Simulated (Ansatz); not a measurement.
Isolated molecules relaxed with PBE0-D4/def2-TZVP in Ansatz; ΔE leaves out vibrations. CBS: MP2 limit from def2 TZ/QZ plus the TZ coupled-cluster correction, frozen cores. Functionals use def2-TZVPP. HSE06 is defined as in plane-wave codes. Each species was taken in one conformer, which may not be the lowest.

`FC[SiH](F)S` + `CSS` → `CS[SiH](F)S` + `FCS`  (formal exchange of groups at the Si–C bond)

`FC[SiH](F)S`:

Z-matrix (Å, degrees):
```
C
Si 1 1.886
F 1 1.391 2 110.4
H 1 1.095 2 110.5 3 -119.8
H 1 1.095 2 111.2 3 120.0
S 2 2.111 1 109.6 3 45.2
F 2 1.598 1 107.8 3 -77.0
H 2 1.480 1 111.5 3 165.2
H 6 1.346 2 92.4 1 -37.2
```

`CSS`:

```xyz
7

C     0.613   -0.642   -0.393
S     0.593    1.030    0.280
S    -1.140    1.073    1.350
H    -0.196   -0.786   -1.109
H     0.548   -1.380    0.405
H     1.571   -0.748   -0.907
H    -1.989    1.452    0.373
```

`CS[SiH](F)S`:

Z-matrix (Å, degrees):
```
C
S 1 1.819
H 1 1.089 2 110.6
H 1 1.089 2 106.2 3 118.5
H 1 1.088 2 111.1 3 -122.7
Si 2 2.100 1 101.3 3 67.2
S 6 2.125 2 109.1 1 56.7
F 6 1.599 2 113.1 1 -62.2
H 6 1.477 2 106.8 1 -179.8
H 7 1.345 6 93.8 2 -160.7
```

`FCS`:

Z-matrix (Å, degrees):
```
C
S 1 1.789
F 1 1.375 2 113.1
H 1 1.090 2 110.8 3 121.5
H 1 1.092 2 106.3 3 -118.9
H 2 1.342 1 96.6 3 -76.4
```

```
      species  HSE06 energy (Eh)
`FC[SiH](F)S`         -927.57756
        `CSS`         -836.59644
`CS[SiH](F)S`        -1226.48707
        `FCS`         -537.71109
```

**Question.** Work out ΔE.

**Answer.** ΔE = (-1226.48707) + (-537.71109) − (-927.57756) − (-836.59644) = -0.02416 Eh = -15.2 kcal/mol. CCSD(T)/CBS gives -15.9 kcal/mol.

Largest T1 diagnostic among the species: 0.012.

From BLYP to BHLYP (50 % exact exchange), in def2-TZVPP and without D4, ΔE moves by −1.7 kcal/mol. The D4 term adds −0.8 kcal/mol with B3LYP and −0.5 kcal/mol with PBE0; it sums over pairs of atoms, weighted by their polarisabilities, and B3LYP, whose exchange is more repulsive, gets the larger term. At CCSD(T), def2-SVP lies −2.9 kcal/mol from the extrapolated value and def2-TZVPP −0.4 kcal/mol.

B3LYP here is the variant with VWN-RPA as its local correlation; programs differ in this.
